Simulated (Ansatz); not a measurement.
C₃H₇FGe (`F[C@H]1C[C@@H]1[GeH3]`): the same geometry under several functionals.

```yaml
crystal:
  periodic: [false, false, false]
  atoms:
    - {symbol: F, position_ang: [-1.953327, 0.716704, 1.488783]}
    - {symbol: C, position_ang: [-0.677319, 0.575097, 1.025316]}
    - {symbol: C, position_ang: [-0.028682, -0.742372, 1.201396]}
    - {symbol: C, position_ang: [-0.474378, -0.279824, -0.175094]}
    - {symbol: Ge, position_ang: [0.808609, 0.205800, -1.545147]}
    - {symbol: H, position_ang: [-0.110690, 1.490836, 1.157300]}
    - {symbol: H, position_ang: [-0.625775, -1.513645, 1.672094]}
    - {symbol: H, position_ang: [1.028887, -0.774759, 1.437295]}
    - {symbol: H, position_ang: [-1.383752, -0.753890, -0.529790]}
    - {symbol: H, position_ang: [1.343414, -1.051447, -2.251128]}
    - {symbol: H, position_ang: [1.980910, 0.933129, -0.860755]}
    - {symbol: H, position_ang: [0.169205, 1.139273, -2.586369]}
basis:
  gaussian: {orbitals: def2-TZVPP}
hamiltonian: {xc: {name: wB97M-V}}
output: {forces: true, orbitals: {seedname: orbitals}}
```

```sh
$ ansatz run in.yaml --threads 4 --pin off --events-out ev --progress --plain --max-ram 10444MiB
```

It prints (some lines left out):

```
Functional definition: wB97M-V
1495 factors; their error is unknown
351 factors; integrals over basis functions are off by at most 6.6e-6 eV
mean field evaluation 1: about -62451.5225 eV, gradient 4.5e1 eV
mean field evaluation 2: about -62452.9351 eV, gradient 3.9e1 eV
mean field evaluation 4: about -62455.6426 eV, gradient 1.8e0 eV
mean field evaluation 8: about -62455.6548 eV, gradient 6.8e-2 eV
mean field evaluation 16: about -62455.7950 eV, gradient 7.3e-4 eV
mean field -62455.79501637 eV, -2295.2081327934 hartree, gradient 3.1e-5 eV, S^2 0.000000; 0 other end points of the search recorded, 0 dependent functions left out
reference -62455.79506544 eV, -2295.2081345965 hartree; 33, 33 occupied and 237, 237 virtual orbitals, 1495 factors
Total energy: -62455.79506544 eV, -2295.2081345965 hartree
Atom 0 at    -1.953327     0.716704     1.488783 Å, force    -0.263579    -0.001358     0.086678 eV/Å
Atom 1 at    -0.677319     0.575097     1.025316 Å, force     0.287583     0.206696    -0.028220 eV/Å
Atom 2 at    -0.028682    -0.742372     1.201396 Å, force     0.115430    -0.197863     0.189999 eV/Å
Atom 3 at    -0.474378    -0.279824    -0.175094 Å, force    -0.101194    -0.046815    -0.258833 eV/Å
Atom 4 at     0.808609     0.205800    -1.545147 Å, force     0.076076     0.028078    -0.065781 eV/Å
Atom 5 at    -0.110690     1.490836     1.157300 Å, force    -0.045447    -0.082616    -0.015824 eV/Å
Atom 6 at    -0.625775    -1.513645     1.672094 Å, force     0.038202     0.073176    -0.034823 eV/Å
Atom 7 at     1.028887    -0.774759     1.437295 Å, force    -0.080847     0.010185    -0.026333 eV/Å
Atom 8 at    -1.383752    -0.753890    -0.529790 Å, force     0.059131     0.039621     0.047541 eV/Å
Atom 9 at     1.343414    -1.051447    -2.251128 Å, force    -0.044640     0.093534     0.058800 eV/Å
Atom 10 at     1.980910     0.933129    -0.860755 Å, force    -0.085364    -0.050648    -0.037524 eV/Å
Atom 11 at     0.169205     1.139273    -2.586369 Å, force     0.044649    -0.071991     0.084320 eV/Å
Dipole moment:     0.228946    -0.108435    -0.063347 e Å
```

Run time 14 s (4 threads of an Arm Neoverse V1 on a shared host); peak host memory 1.1 GiB.

Changing it to `hamiltonian: {xc: pbe, dispersion: d4}` (abridged; 3 s):

```
Functional definition: PBE
mean field evaluation 16: about -62445.7591 eV, gradient 1.5e-2 eV
mean field -62445.75906176 eV, -2294.8393182641 hartree, gradient 4.0e-5 eV, S^2 0.000000
Total energy: -62445.99219270 eV, -2294.8478856679 hartree
Atom 0 force    -0.667811     0.107839     0.254679 eV/Å
Atom 1 force     0.273536     0.168856    -0.043462 eV/Å
Atom 2 force     0.149039    -0.202694     0.118927 eV/Å
Atom 3 force     0.021646    -0.057971    -0.239655 eV/Å
Atom 4 force     0.036704     0.010798    -0.075491 eV/Å
Atom 5 force     0.144373     0.213306     0.026957 eV/Å
Atom 6 force    -0.109722    -0.166827     0.104860 eV/Å
Atom 7 force     0.217095    -0.020620     0.059140 eV/Å
Atom 8 force    -0.175687    -0.091374    -0.093964 eV/Å
Atom 9 force     0.059758    -0.121848    -0.072383 eV/Å
Atom 10 force     0.109811     0.066959     0.064506 eV/Å
Atom 11 force    -0.058741     0.093577    -0.104113 eV/Å
Dipole moment:     0.199598    -0.106435    -0.039684 e Å
```

The same input with `hamiltonian: {xc: pbe0, dispersion: d4}` and no forces (abridged; 3.8 s):

```
Functional definition: PBE0
mean field evaluation 16: about -62447.8030 eV, gradient 1.2e-4 eV
mean field -62447.80301941 eV, -2294.9144323221 hartree, gradient 4.4e-5 eV, S^2 0.000000
Total energy: -62447.99919911 eV, -2294.9216417932 hartree
```
